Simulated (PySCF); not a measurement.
# MF for M along group 13

MP2 with double-zeta basis sets in PySCF, for the lowest determinant that a PBE0 search found; no spin–orbit coupling. De refers to high-spin ground-configuration atoms.

```csv
M,basis,"reference, frozen orbitals",state (unpaired electrons),Re (Å),ωe (cm⁻¹),De (eV)
B,x2c-SVPall,"RHF, 2",singlet (closed shell),1.269,1431,7.91
Al,def2-SVPD,"RHF, 6",singlet (closed shell),1.709,757,7.09
Ga,def2-SVP,"RHF, 10",singlet (closed shell),1.774,676,6.01
Tl,def2-SVP,"RHF, 5",singlet (closed shell),2.089,524,4.84
```

Problem. The row for M = In is missing. Estimate Re, ωe and De as the mean of the rows for Ga and Tl, and compare with the calculation.

Solution. The means are 1.931 Å, 600 cm⁻¹ and 5.42 eV. RHF-MP2 in def2-SVP gives InF as a singlet (closed shell) with Re = 1.992 Å, ωe = 580 cm⁻¹, De = 5.32 eV, so the estimate is off by -6.0 pm, +3 % and +0.10 eV.

The rows differ in basis set, which adds steps of its own.

Correlated steps freeze the inner cores (2 to 10 orbitals); shallow outer-core shells are correlated. Correlated levels converge slowly with the basis: in double zeta they bind strong bonds too weakly, by up to about 1 eV, and carry superposition errors of some tenths. Spin–orbit coupling is left out, which matters for elements this heavy, above all for dissociation energies. Where the molecule has an RHF reference, its open-shell atoms are computed with UHF.
